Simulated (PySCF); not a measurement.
## Computed structure and properties of [Sm2Cl3]+

System: [Sm2Cl3]+ (singlet in the valence; each metal's 4f electrons, 6 of them, lie in its core potential, out of spins and levels); start: template (D∞h). Method: PySCF 2.14.0, RKS BP86, Sm lcecp-0-SVP with ECP52, Cl def2-SVP; non-relativistic Hamiltonian with scalar-relativistic core potentials where named; density fitting; no spin-orbit coupling.

Input of the relaxation:

```python
mol = gto.M(atom='''
Sm     0.00000     0.00000     3.01750
Sm     0.00000     0.00000    -3.01750
Cl     0.00000     0.00000     0.00000
Cl     0.00000     0.00000     5.82380
Cl     0.00000     0.00000    -5.82380''',
    basis={'Sm': 'lcecp-0-SVP', 'Cl': 'def2-SVP'},
    ecp={'Sm': 'lcecp-0-SVP'},
    charge=1, spin=0)
mf = dft.RKS(mol, xc='B88,P86')
mf.grids.atom_grid = (50, 194)  # f atoms: unpruned, at least (60, 302)
mf = mf.density_fit()  # fitting sets: Sm AutoAux, Cl def2-universal-JKFIT
mf.conv_tol = 1e-08; mf.max_cycle = 55
mf.kernel(dm0)  # dm0: converged density of the start geometry
# quasi-Newton relaxation in Cartesian coordinates to a largest gradient under 0.00045 Eh/bohr, steps kept in the point group
```

Run from Python with OMP_NUM_THREADS=2; the lines above give its settings. Where DIIS fails, smearing, a level shift and second-order steps follow.
It took 68 s on 2 threads of Arm Neoverse N1, with other jobs on the host, from the converged density of the start.

Course of the relaxation:

| step | energy above end (eV) | largest force component within the symmetry (eV/Å) |
| --- | --- | --- |
| 0 | 0.5216 | 1.668 |
| 1 | 0.2064 | 1.099 |
| 2 | 0.0348 | 0.617 |
| 3 | 0.0158 | 0.249 |
| 4 | 0.0029 | 0.071 |
| 5 | 0.0001 | 0.031 |
| 6 | 0.0000 | 0.005 |

Relaxed geometry (D∞h):

```xyz
5

Sm    0.0000    0.0000    2.8800
Sm    0.0000    0.0000   -2.8800
Cl    0.0000    0.0000    0.0000
Cl    0.0000    0.0000    5.4581
Cl    0.0000    0.0000   -5.4581
```

| contact | Å |
| --- | --- |
| Sm1–Cl3 (Cl) | 2.880 |
| Sm1–Cl4 (Cl) | 2.578 |
| Sm2–Cl5 (Cl) | 2.578 |

On the finer grid (75, 302):

```yaml
HOMO: not given (4f levels lie in the core)
LUMO: not given (4f levels lie in the core)
Dipole_about_the_centre_of_mass: 0.00 D
Set_of_Mulliken_populations_of_Sm1_outside_the_core_potential: s 2.16, p 6.16, d 0.69, f 0.02
D3_BJ_dispersion_energy_not_in_the_energies: -0.319 eV
```

```tsv
atom	Mulliken (e)	Löwdin (e)	spin (e)
Sm1	0.97	0.64	0.00
Sm2	0.97	0.64	0.00
Cl3	-0.42	-0.10	0.00
Cl4	-0.26	-0.09	0.00
Cl5	-0.26	-0.09	0.00
```

The 4f levels lie in the core potential and are missing. Their spin isn't counted.

On the grid (50, 194), as all that follows. Harmonic modes: 4 unstable but soft, so probably a saddle point, though modes this soft are near the noise (counted below −25 cm⁻¹); lowest -31 cm⁻¹ (negative: unstable), highest 319 cm⁻¹, zero-point energy 0.064 eV.

Taking off one Cl (charge -1, singlet; the rest: singlet) in vacuum, both parts rigid, costs 12.70 eV; the small basis without counterpoise inflates it. Most of it is the attraction of opposite charges; other ways to part are cheaper, and one spin state was tried for the rest.

Rigid scan of Cl along the line from its metal:

distance to Cl3 (Å), energy (eV) and a bar:
```
     2.58      0.341 ####
     2.68      0.143 ##
     2.78      0.035 
     2.88      0.000 
     2.98      0.035 
     3.08      0.143 ##
     3.28      0.656 #######
     3.58      2.793 ##############################
```

One start shape was tried, so this needn't be the lowest isomer.

An lcecp potential fixes the number of 4f electrons, so in runs with it no electron can move into or out of that shell.
